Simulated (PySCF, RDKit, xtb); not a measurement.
Dimer: H2S (SMILES S) (first 3 atoms) with C3H4 (SMILES C=C=C); geometry from B3LYP-D3(BJ)/def2-TZVP, rigid monomers moved along the line of their centres of mass till H3···C5 is 2.39 Å.
(charge 0, multiplicity 1):
```json
[
 {"atom": "S", "x (Å)": "0.1790", "y (Å)": "0.1532", "z (Å)": "-0.4999"},
 {"atom": "H", "x (Å)": "0.3179", "y (Å)": "-1.1798", "z (Å)": "-0.4205"},
 {"atom": "H", "x (Å)": "0.6680", "y (Å)": "0.3345", "z (Å)": "0.7400"},
 {"atom": "C", "x (Å)": "-1.2247", "y (Å)": "-0.2942", "z (Å)": "2.8233"},
 {"atom": "C", "x (Å)": "0.0322", "y (Å)": "-0.0296", "z (Å)": "3.0201"},
 {"atom": "C", "x (Å)": "1.2933", "y (Å)": "0.2385", "z (Å)": "3.1988"},
 {"atom": "H", "x (Å)": "-1.8809", "y (Å)": "-0.5530", "z (Å)": "3.6461"},
 {"atom": "H", "x (Å)": "-1.6497", "y (Å)": "-0.2591", "z (Å)": "1.8263"},
 {"atom": "H", "x (Å)": "1.6313", "y (Å)": "1.2489", "z (Å)": "3.3990"},
 {"atom": "H", "x (Å)": "2.0457", "y (Å)": "-0.5413", "z (Å)": "3.1649"}
]
```

Monomers are frozen at their geometry in the pair; levels with a basis set take the counterpoise correction. Rows marked so take none. RDKit's UFF carries no charges.

Rows in 6-31G* carry no dispersion term and start afresh at each structure (6-31G* with six Cartesian d functions).

Programs: PySCF for 6-31G* rows; RDKit for the force fields; xtb for the GFN methods. Values without a source in brackets are computed.

Question: One of these levels gives 3.07 kcal/mol for the interaction energy. Which one is it?
(A) GFN2-xTB
(B) BP86/6-31G* (no counterpoise)
(C) HF/6-31G*
(D) UFF

Answer: D, UFF. The others give -2.00 (GFN2-xTB), 2.43 (HF/6-31G*), -0.47 (BP86/6-31G* (no counterpoise))
